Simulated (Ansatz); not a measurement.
Cost and result for the atomization energy of C2H8O2SSn, SMILES `C[O][SnH]([SH])[O]C` (14 atoms, 13 bonds).

```xyz
14

C    -1.299    1.679   -0.643
O    -1.452    0.297   -0.418
Sn   -0.035   -0.942   -0.963
S    -0.765   -2.962    0.059
O     1.622   -0.278   -0.164
C     1.753   -0.206    1.237
H    -1.304    1.930   -1.712
H    -0.374    2.076   -0.205
H    -2.143    2.194   -0.175
H     0.268   -0.973   -2.633
H    -1.692   -2.273    0.749
H     1.085    0.545    1.677
H     2.783    0.081    1.465
H     1.553   -1.168    1.725
```

The species carries charge 0 and has multiplicity 1. Correlated methods include outer-core shells of Sn, which these sets cover unevenly. Sn: def2 effective core potential. Geometry: relaxed with PBE0-D4/def2-TZVP. It is one conformer, not always the lowest. Program: Ansatz. All runs use 2 threads of an AMD EPYC 7R13 on a shared host and a share of an NVIDIA H100 80 GB. Times are those of one run each, without the atoms' runs, and a repeat can differ threefold. Electronic energies, without spin–orbit coupling; frozen cores. CCSD(T)/CBS adds CCSD(T) − MP2 in def2-TZVPP to the MP2 limit, and its time is that of the two runs behind it. T1 = 0.014. With those shells the extrapolation isn't a true limit. B3LYP takes the VWN-RPA correlation (the form of Gaussian; ORCA's B3LYP/G).

CCSD(T)/CBS is a level of theory with its own doubt, some kJ/mol a heavy atom from the limit and from the frozen cores, so smaller differences don't rank the functionals.

| level | functions | wall time |
| --- | --- | --- |
| B3LYP-D4/def2-TZVPP (with forces) | 328 | 8 s |
| PBE0-D4/def2-TZVPP | 328 | 9.5 s |
| ωB97X-V/def2-TZVPP | 328 | 9.5 s |
| PBE-D4/def2-TZVPP (with forces) | 328 | 10 s |
| ωB97M-V/def2-TZVPP (with forces) | 328 | 10 s |
| r2SCAN-D4/def2-TZVPP (with forces) | 328 | 11 s |
| B2PLYP/def2-TZVPP | 328 | 11 s |
| MP2/def2-QZVPP | 620 | 11 s |
| CCSD(T)/def2-TZVPP | 328 | 26 s |
| CCSD(T)/CBS(def2) | – | 37 s |

(1) What atomization energy does each give, and how far from CCSD(T)/CBS? (Best estimate.)

## Answers

(1) The calculation gave: 
```json
{"level": "B3LYP-D4/def2-TZVPP (with forces)", "atomization (kcal/mol)": "1150.0", "difference from CCSD(T)/CBS": "-12.0", "per bond": "-0.9"}
{"level": "PBE0-D4/def2-TZVPP", "atomization (kcal/mol)": "1149.2", "difference from CCSD(T)/CBS": "-12.8", "per bond": "-1.0"}
{"level": "ωB97X-V/def2-TZVPP", "atomization (kcal/mol)": "1160.1", "difference from CCSD(T)/CBS": "-1.9", "per bond": "-0.1"}
{"level": "PBE-D4/def2-TZVPP (with forces)", "atomization (kcal/mol)": "1175.1", "difference from CCSD(T)/CBS": "13.1", "per bond": "1.0"}
{"level": "ωB97M-V/def2-TZVPP (with forces)", "atomization (kcal/mol)": "1156.4", "difference from CCSD(T)/CBS": "-5.6", "per bond": "-0.4"}
{"level": "r2SCAN-D4/def2-TZVPP (with forces)", "atomization (kcal/mol)": "1156.1", "difference from CCSD(T)/CBS": "-5.9", "per bond": "-0.5"}
{"level": "B2PLYP/def2-TZVPP", "atomization (kcal/mol)": "1137.4", "difference from CCSD(T)/CBS": "-24.6", "per bond": "-1.9"}
{"level": "MP2/def2-QZVPP", "atomization (kcal/mol)": "1161.9", "difference from CCSD(T)/CBS": "-0.1", "per bond": "0.0"}
{"level": "CCSD(T)/def2-TZVPP", "atomization (kcal/mol)": "1126.0", "difference from CCSD(T)/CBS": "-36.0", "per bond": "-2.8"}
{"level": "CCSD(T)/CBS(def2)", "atomization (kcal/mol)": "1162.0", "difference from CCSD(T)/CBS": "0.0", "per bond": "0.0"}
```

In def2-TZVPP, CCSD(T) changes the Hartree–Fock value by +321.4 kcal/mol (the triples alone add +20.0 kcal/mol) and MP2 by +335.8 kcal/mol; breaking electron pairs costs correlation energy, which Hartree–Fock lacks. From PBE to PBE0 (25 % exact exchange), in def2-TZVPP and without D4, the atomization energy moves by −24.8 kcal/mol: exact exchange takes away binding that semilocal exchange gives to molecules. The D4 term adds +12.6 kcal/mol with B3LYP and +6.8 kcal/mol with PBE0; it sums over pairs of atoms, weighted by their polarisabilities, and B3LYP, whose exchange is more repulsive, gets the larger term.

Spin–orbit coupling would lower the free Sn atoms strongly, and the atomization energy with them, by more than many differences here. For some Ge, Se and Sn compounds the MP2-based and the directly extrapolated limit differ by 10 to 25 kJ/mol.
